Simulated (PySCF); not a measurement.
Compound: C₇H₁₂P (charge +1).
Atom-mapped SMILES: `[CH3:1][C@H:2]1[CH:3]=[CH:4][P@H+:5]([CH3:6])[CH:7]=[CH:8]1` (hydrogens: H9, H10, H11 on C1; H12 on C2; H13 on C3; H14 on C4; H15 on P5; H16, H17, H18 on C6; H19 on C7; H20 on C8)

Structure used (PBE0-D3(BJ)/def2-SVP), in Å, numbered top down from 1:
```xyz
20
C7H12P angstrom
C     -2.776    0.513   -0.080
C     -1.291    0.894    0.067
C     -0.708    0.262    1.288
C      0.354   -0.554    1.370
P      1.287   -0.969   -0.078
C      3.034   -0.574    0.091
C      0.519   -0.108   -1.423
C     -0.563    0.660   -1.216
H     -3.334    0.779    0.829
H     -3.231    1.051   -0.924
H     -2.889   -0.566   -0.254
H     -1.267    1.989    0.242
H     -1.235    0.495    2.221
H      0.681   -0.967    2.329
H      1.230   -2.364   -0.307
H      3.142    0.506    0.269
H      3.460   -1.136    0.935
H      3.565   -0.853   -0.832
H      0.957   -0.216   -2.420
H     -0.988    1.174   -2.086
```

Level: PBE0/pcSseg-1 and B3LYP/def2-SVPD in PySCF, non-relativistic, on one gas-phase PBE0-D3(BJ)/def2-SVP geometry that isn't relaxed in the solvent. The solvent is an IEF-PCM continuum (van der Waals radii × 1.2). The model holds no explicit solvent molecules, cavitation or dispersion.

Gas phase at PBE0/pcSseg-1: HOMO -12.35 eV, LUMO -5.28 eV.

Q: What does the continuum do to the energy and the frontier levels at PBE0/pcSseg-1 in cyclohexane and methanol?

A: 
| solvent | ε | E(solvent) − E(gas) (kJ/mol) | polarisation term (kJ/mol) | distortion of the solute (kJ/mol) | HOMO (eV) | LUMO (eV) |
| --- | --- | --- | --- | --- | --- | --- |
| cyclohexane | 2.017 | -109.00 | -109.50 | 0.50 | -10.26 | -3.19 |
| methanol | 32.61 | -212.40 | -215.79 | 3.39 | -8.35 | -1.26 |

Polarisation term: ½ Σ q·V over the induced surface charges. Distortion: the rise of the solute's own energy as its density leaves the gas-phase optimum. From cyclohexane to methanol the lowering changes by a factor 1.95, Born's factor 1 − 1/ε by 1.92 and ε itself by 16.2.

Q: Which radius a makes Born's formula ΔE = −(q²/2a)(1 − 1/ε) give the value in methanol?

A: a = q²(1 − 1/ε)/(2|ΔE|) = 3.17 Å, with q = +1 e and |ΔE| = 0.0809 Eh; the farthest nucleus lies 3.76 Å from the centroid of the nuclei. The formula assumes a point charge at the centre of a sphere.

Q: Which Hirshfeld charges (PBE0/pcSseg-1) respond most in cyclohexane (means over atoms taken as equivalent)?

A: 
```
     atoms             environment  gas (e)  solvent (e)  change
        P5  phosphonium phosphorus   +0.459       +0.467  +0.008
       H15            P–H hydrogen   +0.052       +0.057  +0.005
     C3/C8        alkene CH carbon   +0.028       +0.025  -0.003
H9/H10/H11         methyl hydrogen   +0.060       +0.057  -0.003
     C4/C7        alkene CH carbon   -0.090       -0.088  +0.002
        C1           methyl carbon   -0.093       -0.095  -0.002
```

Gas phase at B3LYP/def2-SVPD: HOMO -12.09 eV, LUMO -5.43 eV.

Q: What does the continuum do to the energy and the frontier levels at B3LYP/def2-SVPD in cyclohexane?

A: 
```
    solvent      ε  E(solvent) − E(gas) (kJ/mol)  polarisation term (kJ/mol)  distortion of the solute (kJ/mol)  HOMO (eV)  LUMO (eV)
cyclohexane  2.017                       -108.93                     -109.53                               0.60     -10.00      -3.34
```

Q: How does the static polarisability (B3LYP/def2-SVPD, frozen core, with the continuum's full static response) change?

A: 
```
     medium  isotropic (au)  principal values (au)  ⟨r²⟩ of the electrons (bohr²)
        gas            98.6      73.5, 89.4, 133.0                         1247.3
cyclohexane           112.5     83.3, 101.7, 152.4                         1248.2
```

The isotropic value in cyclohexane is 1.14 times the gas-phase one; no cavity-field correction is applied. ⟨r²⟩ is taken about the centre of nuclear charge.
